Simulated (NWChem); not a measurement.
System: C2HClF2Si; SMILES C(#C)[Si](Cl)(F)F

Computed with NWChem. Pople sets run with spherical d functions. Coordinates come from a PBE0/def2-SVP optimisation.

Task: Predict the results for CAM-B3LYP/6-31G*. Quantities: highest occupied level (eV); orbital gap (eV); dipole (D).

Result: 
```yaml
highest occupied level (eV): -10.23
orbital gap (eV): 10.79
dipole (D): 2.65
```
